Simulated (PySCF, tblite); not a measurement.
Scan of F₂S, singlet: symmetric bend, bond length relaxed. Scanned: F-S-F angle. Other coordinates (S-F bond length) were minimised at B3LYP/def2-TZVP.

Levels of theory: RKS-B3LYP/6-31G* = restricted B3LYP/6-31G*, spherical d (PySCF); RKS-BP86/6-31G* = restricted BP86/6-31G*, spherical d (PySCF); GFN2-xTB, 300 K electronic temperature (tblite).

Energies in eV, each method relative to its own lowest point.

```tsv
a / °	RKS-B3LYP/6-31G*	RKS-BP86/6-31G*	GFN2-xTB
180	—	—	1.305
167	—	—	1.314
157	—	—	1.280
147	?	?	1.077
137	?	0.836	0.757
127	?	0.477	0.467
117	0.243	?	0.229
107	0.040	0.021	0.063
97	0.000	0.000	0.000
87	0.188	0.189	0.092
80	0.517	0.503	0.304
```

Task: Complete the blanks.

Result: 
- 147, RKS-B3LYP/6-31G*: 1.422
- 147, RKS-BP86/6-31G*: 1.225
- 137, RKS-B3LYP/6-31G*: 0.977
- 127, RKS-B3LYP/6-31G*: 0.569
- 117, RKS-BP86/6-31G*: 0.192

A dash means that the run gave no value there, or that the column was ended at a point which the program doubted or which failed a test of continuity chosen for this set; such a test can also cut sound points.
